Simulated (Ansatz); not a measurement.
A cut through the energy surface

InNH₃Br (SMILES [NH2][InH][Br]), closed shell, at its PBE0-D4/def2-TZVP minimum:

| atom | x (Å) | y (Å) | z (Å) |
| --- | --- | --- | --- |
| N1 | -0.0082 | -0.6278 | -0.9999 |
| In2 | 0.1800 | 0.6516 | 0.5207 |
| Br3 | -0.0787 | -0.5496 | 2.6735 |
| H4 | -0.4296 | -1.5272 | -0.8280 |
| H5 | -0.2048 | -0.3090 | -1.9352 |
| H6 | 0.5832 | 2.2981 | 0.5227 |

The bond length N1–H4 (1.008 Å at the minimum) is set to the values below, with the rest relaxed at PBE0-D4/def2-TZVP at each step. Each method's energies count from its own value at the PBE0-D4 minimum structure. Ansatz 0.2.0; basis: def2-TZVPP; cores frozen in the correlated methods. Filled d shells of the heavier atoms are correlated. Core potentials replace the inner electrons of the atoms past krypton. The def2 sets are not built for correlating such inner shells, so the correlated values are less sure here. B3LYP uses VWN-RPA correlation.

CCSD(T) energies along the scan:
```tsv
bond length (Å)	CCSD(T) (eV)
0.867	0.616
0.897	0.356
0.940	0.122
0.991	0.007
1.047	0.029
1.108	0.173
1.172	0.412
1.240	0.724
1.310	1.077
```
They count from the CCSD(T) energy at the PBE0-D4 minimum.

Minimum and curvature along this coordinate at CCSD(T): A fifth-order fit through the nearest points gives 1.009 Å, with a curvature of about 44 eV/Å².

Largest difference from the CCSD(T) curve over the scan: B3LYP-D4 0.009; wB97M-V 0.061; HF 0.295 eV. Each curve counts from its own value at the minimum.

The T1 diagnostic stays at or below 0.014.

For scale, one of the runs: CCSD(T)/def2-TZVPP, 171 basis functions (an equivalent command: `ansatz run in.yaml --threads 4`). The run took 60 s on 4 CPU threads (shared host), with 1.7 GiB of host memory at its peak.
